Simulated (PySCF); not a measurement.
## Bonding in `C[NH][GaH-]1[Cl+][GaH2-][Cl+]1`

CH7Cl2Ga2N.
Numbering: `[CH3:1][NH:2][GaH-:3]1[Cl+:4][GaH2-:5][Cl+:6]1` (hydrogens: H7, H8, H9 on C1; H10 on N2; H11 on Ga3; H12, H13 on Ga5)

Cartesian coordinates in Å at the PBE0-D3(BJ)/def2-SVP level; atoms count from 1:
```xyz
13
CH7Cl2Ga2N angstrom
C     -2.5648   -0.0004    0.5681
N     -1.1404   -0.1645    0.7188
Ga     0.0048   -0.7829   -0.5419
Cl     1.1464    1.0719   -1.6427
Ga     3.1044    0.6564   -0.4272
Cl     1.9934   -1.1715    0.6462
H     -3.1186   -0.3600    1.4543
H     -2.8748    1.0469    0.3883
H     -2.9308   -0.5901   -0.2874
H     -0.7486    0.3445    1.5034
H     -0.2303   -1.8246   -1.6603
H      3.2203    1.7607    0.6618
H      4.1347    0.0179   -1.4003
```

Bond orders from the PBE0/pcSseg-1 density (PySCF). Isolated species at its PBE0-D3(BJ)/def2-SVP geometry (one conformer only). The calculation is non-relativistic, for gallium too.

(1) Where do the orders between heavy atoms depart from those drawn in the SMILES?

(2) Give the Mayer order of every bond between heavy atoms, beside its length.

## Answers

(1) The largest departure is 0.587, at Ga3–Cl4 (drawn single, 0.413). Drawn single, order below 0.88: Ga3–Cl4 (0.413), Cl4–Ga5 (0.510), Ga5–Cl6 (0.450) and Cl6–Ga3 (0.493). The SMILES, with its formal charges, is one Lewis structure only.

(2) 
```
   bond  drawn as  length (Å)  Mayer order
  C1–N2    single       1.442        0.970
 N2–Ga3    single       1.812        0.970
Ga3–Cl4    single       2.440        0.413
Cl4–Ga5    single       2.342        0.510
Ga5–Cl6    single       2.393        0.450
Cl6–Ga3    single       2.349        0.493
```

Bonds between the same two heavy elements. Cl–Ga: lowest Ga3–Cl4 (0.413, 2.440 Å), highest Cl4–Ga5 (0.510, 2.342 Å).

Problem. And the bonds to hydrogen?

Solution. C–H: 0.96 to 0.97 (3 bonds); H–N: 0.92 (1 bond); Ga–H: 0.95 (3 bonds).

Problem. Sum the orders of all bonds at each heavy atom with more than one neighbour and set the sums beside the valence in the SMILES.

Solution. C1 3.862 (drawn 4), N2 2.861 (drawn 3), Ga3 2.827 (drawn 4), Cl4 0.923 (drawn 2), Ga5 2.862 (drawn 4), Cl6 0.943 (drawn 2). Orders between atoms that aren't bonded are not in these sums.

Mayer orders depend on the basis set.
